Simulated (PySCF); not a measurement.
Point-charge models of `C#CP(C)C(F)=C(F)F` against its computed dipole.

Coordinates (GFN2-xTB, Å) and charges (e) from the PBE0/pcSseg-1 density (PySCF):

```
atom       x       y       z  Mulliken      IAO  Hirshfeld  ESP-fitted
  C1  -1.379   2.195  -0.102   -0.3361  -0.1970    -0.0884     -0.4451
  C2  -0.914   1.175   0.330   -0.0614  -0.2766    -0.1216     +0.1176
  P3  -0.285  -0.273   1.124   +0.5646  +0.5989    +0.1943     -0.1080
  C4  -1.295  -1.527   0.209   -0.4638  -0.6019    -0.1597     -0.1965
  C5   1.236  -0.422   0.079   -0.0834  -0.0186    -0.0176     +0.1572
  F6   1.491  -1.635  -0.451   -0.2656  -0.2566    -0.0724     -0.1360
  C7   2.145   0.537  -0.051   +0.5744  +0.5127    +0.1421     +0.1782
  F8   1.982   1.744   0.477   -0.2328  -0.2365    -0.0563     -0.0897
  F9   3.288   0.466  -0.718   -0.2336  -0.2305    -0.0654     -0.1000
 H10  -1.772   3.076  -0.520   +0.0569  +0.2064    +0.0997     +0.3199
 H11  -1.293  -1.333  -0.862   +0.1632  +0.1637    +0.0450     +0.0518
 H12  -0.892  -2.519   0.404   +0.1581  +0.1677    +0.0477     +0.1199
 H13  -2.316  -1.483   0.585   +0.1595  +0.1683    +0.0525     +0.1308
```

Form Σ q r in debye for every column and set it beside the full dipole.

The full density gives (-1.81, -0.11, -0.38) D, 1.85 D in size; dipole vectors point from the negative to the positive end.

```json
{"scheme": "Mulliken", "μx": "-1.73", "μy": "-3.22", "μz": "3.26", "size (D)": "4.90", "share of the full size (%)": "265", "angle to the full dipole (°)": "76"}
{"scheme": "IAO", "μx": "-2.48", "μy": "-0.36", "μz": "2.57", "size (D)": "3.59", "share of the full size (%)": "194", "angle to the full dipole (°)": "58"}
{"scheme": "Hirshfeld", "μx": "-0.80", "μy": "-0.12", "μz": "0.76", "size (D)": "1.10", "share of the full size (%)": "60", "angle to the full dipole (°)": "55"}
{"scheme": "ESP-fitted", "μx": "-1.85", "μy": "-0.20", "μz": "-0.34", "size (D)": "1.89", "share of the full size (%)": "102", "angle to the full dipole (°)": "3"}
```

Which set comes closest?

Length of the difference vector: ESP-fitted 0.11 D, Hirshfeld 1.52 D, IAO 3.03 D, Mulliken 4.79 D. Closest: ESP-fitted. The schemes that divide the density aren't constrained to reproduce the dipole.

What is left for the Hirshfeld atoms' own dipoles?

The Hirshfeld atoms' densities add up to the full density, so μ = Σ q r + Σ (atomic dipoles). The atomic dipoles sum to (-1.81, -0.11, -0.38) − (-0.80, -0.12, 0.76) = (-1.01, 0.01, -1.14) D, 1.52 D in size.

With the origin at the mean of the coordinates, (0.000, 0.000, 0.039) Å, which are the largest single terms, by size, of the Hirshfeld dipole along the direction of the full one?

C7 -1.44, C4 -1.01, F9 +0.97, H10 +0.80, F8 +0.58 D; all 13 atoms together +0.63 D. The single terms depend on the origin, their sum doesn't.

Give the size of the full dipole in other units.

1.85 D = 0.728 au = 0.385 e·Å = 6.17 × 10⁻³⁰ C·m.

One conformer (not necessarily the lowest) at the GFN2-xTB geometry, without solvent, vibrations or thermal averaging.

The run behind these numbers computed NMR shieldings as well. The run took 24 s on Arm Neoverse V1, one thread, no GPU, on a shared host.

The values belong to the conformer `[CH:1]#[C:2][P:3]([CH3:4])[C:5]([F:6])=[C:7]([F:8])[F:9]`: C2–P3–C5–F6 -131°.
